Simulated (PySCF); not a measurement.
C₃H₃ClF₂, SMILES F[C@@H]1[C@H](F)[C@H]1Cl.

Coordinates come from a PBE0-D3(BJ)/def2-SVP optimisation. The structure was generated by enumeration; whether it is a known compound was not checked.

Computed with PBE0-D3(BJ)/def2-SVP (PySCF 2.14.0).

Frequencies are harmonic and unscaled.

```csv
mode,ν (cm⁻¹),IR (km/mol),Raman (Å⁴/amu),depolarisation,moving atoms (share of kinetic energy)
1,181,3.3,0.2,0.70,"F 84 %, C 11 %"
2,218,2.8,2.0,0.75,"C 35 %, F 33 %, Cl 25 %"
3,242,11.6,1.3,0.62,"C 47 %, F 23 %, Cl 18 %, H 12 %"
4,323,1.5,0.4,0.75,"F 40 %, C 33 %, H 27 %"
5,388,1.2,6.0,0.36,"Cl 46 %, F 37 %, C 14 %"
6,667,28.9,2.4,0.75,"C 55 %, F 35 %, H 9 %"
7,833,1.1,9.5,0.22,"C 49 %, H 37 %, Cl 10 %"
8,867,84.9,6.1,0.70,"C 64 %, F 16 %, H 16 %"
9,943,0.3,3.8,0.75,"C 73 %, H 22 %"
10,1019,2.0,2.8,0.75,"H 72 %, C 25 %"
11,1062,0.8,2.2,0.75,"H 56 %, C 43 %"
12,1104,1.5,2.9,0.75,"H 63 %, C 36 %"
13,1155,42.2,7.7,0.10,"C 65 %, H 24 %, F 10 %"
14,1199,37.4,1.1,0.75,"H 44 %, C 32 %, F 25 %"
15,1216,69.2,4.5,0.69,"H 63 %, C 30 %"
16,1270,13.1,5.1,0.68,"H 77 %, C 13 %, F 10 %"
17,1376,40.2,0.9,0.75,"H 52 %, C 44 %"
18,1519,39.5,4.7,0.14,"C 78 %, H 18 %"
19,3185,0.1,51.6,0.75,"H 92 %, C 8 %"
20,3192,7.6,121.7,0.09,"H 91 %, C 9 %"
21,3206,6.6,65.1,0.23,"H 92 %, C 8 %"
```
